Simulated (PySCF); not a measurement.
# Exercise with solution: entropy of an ideal gas

PbHCl, SMILES [Cl][PbH] (connectivity only; charge and spin as stated), neutral, multiplicity 1.

Geometry: B3LYP-D3(BJ)/def2-TZVP. The def2 effective core potentials stand for the cores of Pb; spin–orbit coupling is left out.

PySCF with B3LYP-D3(BJ)/def2-TZVP gives the harmonic wavenumbers 301, 522, 1578 cm⁻¹ and the rotational temperatures 7.0030, 0.1287, 0.1264 K. The molar mass is 243.66 g/mol, the symmetry number 1, the spin multiplicity 1.

Task: Work out the entropy at 298.15 K and 1 atm in the rigid-rotor, harmonic-oscillator model.

Result: 
Translation (Sackur–Tetrode at 1 atm): S = R[1.5 ln M + 2.5 ln T − 1.16487] = 177.3 J/(mol K).
Rotation: q = (√π/σ) T^1.5/√(θA θB θC) = 27000, S = R[ln q + 3/2] = 97.3 J/(mol K).
Vibration: with u = 1.4388 ν/T, each mode gives R[u/(e^u − 1) − ln(1 − e^−u)]:
```csv
ν (cm⁻¹),modes,u,S (J/(mol K))
301,1,1.45,5.91
522,1,2.52,2.53
1578,1,7.61,0.04
```
These are all the modes. Sum 8.5 J/(mol K).
Spin: R ln 1 = 0.0 J/(mol K).
Total 283.1 J/(mol K); the program's own thermochemistry gives 283.1. Translation makes up 63 % and vibration 3 %. Anharmonicity, hindered rotation and orbital degeneracy are left out.
